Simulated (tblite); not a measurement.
C5H8FN2S (doublet state).
Z-matrix (Å and degrees, GFN2-xTB geometry), rows numbered from 1:
```
C 
C   1  1.5329
C   2  1.4848  1  111.28
N   3  1.2959  2  125.23  1   -93.04
C   4  1.3141  3  114.44  2   176.42
C   5  1.4699  4  125.34  3  -178.31
F   6  1.3939  5  111.88  4   101.20
S   5  1.7886  4  112.26  3     0.15
N   3  1.3908  2  120.96  1    86.25
H   1  1.0881  2  110.98  3   -60.53
H   1  1.0868  2  109.97  3    59.53
H   1  1.0870  2  110.04  3   179.34
H   2  1.0901  1  109.33  3  -119.10
H   2  1.0925  1  109.77  3   121.47
H   6  1.0960  5  112.26  4  -140.65
H   6  1.0935  5  109.83  4   -16.46
H   9  1.0065  3  123.59  2   -17.68
```

Computed values, GFN2-xTB/tblite, gas phase, harmonic and unscaled. Against measured fundamentals such values can be off by several per cent, at times by over 20. One conformer, not necessarily the lowest. Open shells enter through the occupations alone, without spin polarisation, and single modes of such species can be off by tens of per cent.

Harmonic wavenumbers (cm⁻¹): 35.1, 52.2, 92.5, 113.2, 182.4, 238.8, 245.6, 267.0, 330.3, 342.8, 442.3, 541.9, 576.0, 616.7, 633.3, 793.8, 815.6, 907.3, 936.0, 953.9, 1013.5, 1065.3, 1072.3, 1102.0, 1123.9, 1205.6, 1226.6, 1282.6, 1292.9, 1315.4, 1404.1, 1405.2, 1447.6, 1459.5, 1495.2, 1499.4, 1542.3, 2924.9, 2966.2, 2968.6, 3005.4, 3032.2, 3042.1, 3051.7, 3461.2.

A = 2414, B = 857.5, C = 710.3 MHz; mass 147.039 u (most abundant isotopes); point group C1, symmetry number 1; spin multiplicity 2.

Problem. What is the zero-point energy?

Solution. Half the sum of the wavenumbers: 27761 cm⁻¹ = 79.37 kcal/mol.

Problem. Give the ideal-gas entropy at 298.15 K and 1 bar in the rigid-rotor, harmonic-oscillator model (classical rotation).

Solution. Translation 40.89, rotation 29.77, vibration 31.10, spin (R ln 2) 1.38: S = 103.1 cal/(mol K).

Problem. And Cp and H(298.15 K) − H(0)?

Solution. Cp = 37.35 cal/(mol K), of which vibrations give 29.40 (their classical limit is 45 R = 89.4); H(298.15 K) − H(0) = 7.03 kcal/mol without the zero-point energy, 4.66 from vibrations.

Problem. What must be added to the electronic energy to get the Gibbs energy at 298.15 K and 1 bar?

Solution. ZPE + [H(298.15 K) − H(0)] − T·S = 79.37 + 7.03 − 30.75 = 55.65 kcal/mol.

Problem. Which modes carry the vibrational entropy at 298.15 K?

Solution. 35.1 cm⁻¹: 5.52; 52.2 cm⁻¹: 4.73; 92.5 cm⁻¹: 3.61; 113.2 cm⁻¹: 3.21; 182.4 cm⁻¹: 2.30; 238.8 cm⁻¹: 1.81 cal/(mol K); the other 39 give 9.91 together.

Problem. How do the functions run with temperature in this model?

Solution. 
```csv
T (K),S (cal/(mol K)),Cp (cal/(mol K)),H − H(0) (kcal/mol),G − H(0) (kcal/mol),ln q(vib)
100,73.7,19.5,1.38,-5.99,2.27
200,90.1,28.6,3.80,-14.22,5.13
300,103.4,37.5,7.10,-23.91,7.83
500,126.5,53.5,16.28,-46.95,12.93
800,155.3,68.7,34.84,-89.37,20.01
1000,171.3,75.2,49.27,-122.06,24.33
```

q(vib) and H(0) count from the zero-point level.

Problem. Blend soft modes into free rotors: weight 1/[1 + (100 cm⁻¹/ν̃)⁴] for the oscillator and the rest for a rotor with moment μB/(μ + B), μ = h/(8π²ν), B = 10⁻⁴⁴ kg m². What vibrational entropy results?

Solution. 27.80 cal/(mol K) in place of 31.10, which changes −T·S at 298.15 K by +0.98 kcal/mol.

Hindered rotation and anharmonicity are outside this model. Other conformers, if any are populated, would add a mixing term that is left out. The structure is chiral; the term R ln 2 for an equal mix with its mirror image is left out.
